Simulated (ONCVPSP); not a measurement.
**revPBE ONCV dataset for Al, scalar-relativistic all-electron reference.**

ONCVPSP 4.0.1 input, shortened (lines: element, Z, core and valence counts, functional; n l f; lmax; l rc ep ncon nbas qcut; lloc lpopt rc5 dvloc0; l nproj debl; icmod fcfact rcfact), revPBE, scalar-relativistic:

```
  Al 13.00    3    2  -102130      upf
    1    0    2.00
    2    0    2.00
    2    1    6.00
    3    0    2.00
    3    1    1.00
    2
    0    2.30    0.00    4    7    3.10
    1    2.85    0.00    3    7    2.40
    2    2.50    0.26    4    9    3.30
    4    5    2.05    0.00
    0    2    2.80
    1    2    0.70
    2    2    4.00
    3    4.25    1.65
```

All-electron outer shells of the reference configuration (revPBE, scalar-relativistic, ld1.x):

```tsv
shell	level (eV)	outermost node (bohr)	outermost maximum (bohr)
2s	-108.28	0.16	0.50
2p	-69.62	–	0.43
3s	-7.72	0.80	2.11
3p	-2.70	0.82	2.64
```

Results:

| Quantity | Value |
| --- | --- |
| Cutoffs needed | 4.8 Ha and 18 Ha (the cutoffs (Ha) at which the residual kinetic energy of the hardest occupied pseudo-wave falls to 1 and 0.1 mHa per electron) The cutoffs count occupied waves only; projector 2 of the d channel, the hardest unoccupied one, needs 58 Ha at the loose tolerance. |
| Ghost test | no bound ghost flagged; GHOST(+) flagged for s at 134.8 eV |
| Largest excitation error | -107 meV (all-electron minus pseudo) for 3s1 3p0, out of 4 test configurations |
| rms error of d²Exc/dni dnj | 0.65 mHa without and 3.12 mHa with the model core |

Generation and tests took about 3.8 s on one core of a shared server CPU.
